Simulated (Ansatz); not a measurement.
Au4⁻: single points at one geometry.

```yaml
crystal:
  periodic: [false, false, false]
  atoms:
    - {symbol: Au, position_ang: [0.502372, 2.271852, 0.087106]}
    - {symbol: Au, position_ang: [-0.502467, -2.271813, -0.087501]}
    - {symbol: Au, position_ang: [1.373145, -0.304135, 0.012036]}
    - {symbol: Au, position_ang: [-1.373060, 0.304096, -0.011641]}
basis:
  gaussian: {orbitals: def2-TZVPD, initial_orbitals: start.molden}
total_charge: -1
magnetization: {spin_polarized: true, initial_magnetization: 1}
hamiltonian: {xc: r2scan, dispersion: d4}
scf: {omitted_lower_state_checks: [starts]}
output: {orbitals: {seedname: orbitals}}
```

The file start.molden holds the orbitals of an earlier run on this structure, at another level or in another basis.

```sh
$ ansatz run in.yaml --threads 4 --pin off --events-out ev --progress --plain --max-ram 3916MiB
```

It prints (some lines left out):

```
Functional definition: r2SCAN
1472 factors; their error is unknown
mean field evaluation 1: about -14785.3819 eV, gradient 4.5e0 eV
mean field evaluation 2: about -14785.4848 eV, gradient 1.8e-1 eV
mean field evaluation 4: about -14785.4721 eV, gradient 1.7e-3 eV
mean field -14785.47212625 eV, -543.3560786866 hartree, gradient 2.3e-5 eV, S^2 0.760277; 0 other end points of the search recorded, 0 dependent functions left out
reference -14785.47214889 eV, -543.3560795186 hartree; 39, 38 occupied and 133, 134 virtual orbitals, 1472 factors
Total energy: -14785.52083667 eV, -543.3578687618 hartree
Checks for a lower state left out: starts
```

It took 11 s on 4 threads of Arm Neoverse V2 on a shared host.

As the first input, with `hamiltonian: {xc: pbe, dispersion: d4}`, `output: {forces: true, orbitals: {seedname: orbitals}}` (abridged; 4.4 s):

```
Functional definition: PBE
mean field -14783.78688651 eV, -543.2941472686 hartree, gradient 3.6e-5 eV, S^2 0.752949
Total energy: -14784.05970924 eV, -543.3041733190 hartree
Atom 0 force    -0.030100    -0.136658    -0.005093 eV/Å
Atom 1 force     0.030339     0.136544     0.005406 eV/Å
Atom 2 force    -0.079287     0.017575    -0.000840 eV/Å
Atom 3 force     0.079048    -0.017461     0.000526 eV/Å
Dipole moment:    -0.000009    -0.000001    -0.000017 e Å
Checks for a lower state left out: starts
```

As the first input, with `hamiltonian: {xc: {name: B2PLYP}}` and without the key `output` (abridged; 11 s):

```
Functional definition: B2PLYP
mean field -14741.87980023 eV, -541.7540902536 hartree, gradient 6.3e-6 eV, S^2 0.766096
second order -59.00364992 eV of doubles, -0.00000000 eV of singles
Total energy: -14757.81091938 eV, -542.3395480838 hartree
Checks for a lower state left out: starts
```

First input, but with `correlation: {method: mp2}` and without the key `hamiltonian` (abridged; 8 s):

```
Functional definition: HF
mean field evaluation 16: about -14674.2921 eV, gradient 1.2e-3 eV
mean field -14674.29210944 eV, -539.2702884296 hartree, gradient 2.6e-6 eV, S^2 0.997836
second order -49.14092513 eV of doubles, -0.00000000 eV of singles
Total energy: -14723.43303457 eV, -541.0761841193 hartree
Checks for a lower state left out: starts
```

The first input with `hamiltonian: {xc: {name: wB97X-V}}` (abridged; 28 s):

```
Functional definition: wB97X-V
mean field -14774.03920761 eV, -542.9359266763 hartree, gradient 1.7e-5 eV, S^2 0.767570
Total energy: -14774.03920709 eV, -542.9359266571 hartree
Checks for a lower state left out: starts
```

The first input with `hamiltonian: {xc: pbe0, dispersion: d4}` (abridged; 8 s):

```
Functional definition: PBE0
mean field -14778.19231642 eV, -543.0885506098 hartree, gradient 1.6e-5 eV, S^2 0.758733
Total energy: -14778.42676370 eV, -543.0971663884 hartree
Checks for a lower state left out: starts
```

Geometry: PBE0-D4/def2-SVPD.

In the def2 sets Au takes a core potential; there is no spin–orbit coupling. Correlated methods freeze no core orbitals; core or outer-core shells of Au are correlated, in sets that lack core-valence functions. At MP2/def2-TZVPD the charge -1 doublet is spin-contaminated (final ⟨S²⟩ up to 1.00, 0.75 for a pure state). No other spin state of charge -1 was run. Another isomer (doublet) lies 0.05 eV lower at PBE0-D4/def2-TZVPD; other spin states weren't run for this one.
